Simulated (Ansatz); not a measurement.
Ideal-gas functions of `[SiH3][SiH2][TeH]` at 600 K and 1 bar, from an Ansatz frequency run at PBE0-D4/def2-TZVP.

Molar mass 189.82 g/mol, point group Cs (symmetry number 1), electronic degeneracy 1, moments of inertia 62.87, 441.338, 492.441 u Å². Harmonic wavenumbers (cm⁻¹, unscaled): 46, 84, 114, 322, 354, 435, 463, 543, 579, 657, 728, 872, 930, 935, 943, 2148, 2210, 2219, 2219, 2231, 2235.

Use S(trans) = R[1.5 ln M + 2.5 ln T − 1.1517]; rotational temperatures θ = 24.2544 K / I; S(rot) = R[ln(√π/σ · √(T³/θAθBθC)) + 1.5]; for each mode x = 1.438777 ν̃/T, S = R[x/(eˣ − 1) − ln(1 − e⁻ˣ)] and H = RT x/(eˣ − 1); 1 cm⁻¹ = 0.0119627 kJ/mol; R = 8.31446 J/(mol·K).

Q: By hand: the entropy, in J/(mol·K).

A: Translation 188.8. Rotation: θ = 0.3858, 0.055, 0.0493 K, giving 125.5. Vibration, mode by mode: 26.65, 21.65, 19.12, 10.67, 9.92, 8.33, 7.86, 6.68, 6.22, 5.34, 4.66, 3.55, 3.18, 3.15, 3.10, 0.30, 0.26, 0.26, 0.26, 0.25, 0.25, in all 141.7. Electronic 0.0. Sum 456.0 J/(mol·K).

Q: By hand: H − E and G − E in kJ/mol, counted from the electronic energy.

A: Zero-point energy ½ × 21267 × 0.0119627 = 127.2; thermal vibration 40.5; translation, rotation and pV give 4 RT = 20.0. H − E = 187.7 kJ/mol, and G − E = 187.7 − 600 × 456.0/1000 = -85.9 kJ/mol.

Vibration gives 31 % of the entropy, 67.4 J/(mol·K) of it from the modes under 150 cm⁻¹: soft modes count most, and the harmonic formula is weakest for them.
